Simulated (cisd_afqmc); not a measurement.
Species: N, charge 0, quartet.

Phaseless AFQMC (cisd_afqmc on Ansatz's integrals) in cc-pVTZ, frozen core: how the trial state and the time step act. The spread is the standard deviation of the local energy over walkers; bars are one sigma, widened where a walk drifts.

```csv
trial,step (1/Eh),walkers x blocks averaged,spread (Eh),energy (Eh)
CISD,0.005,55600,0.006,-54.5149 ± 0.0001
CISD,0.0025,53400,0.006,-54.5150 ± 0.0001
HF,0.005,196000,0.092,-54.5147 ± 0.0004
```

FCI in the same basis (Ansatz) gives -54.5149 Eh.
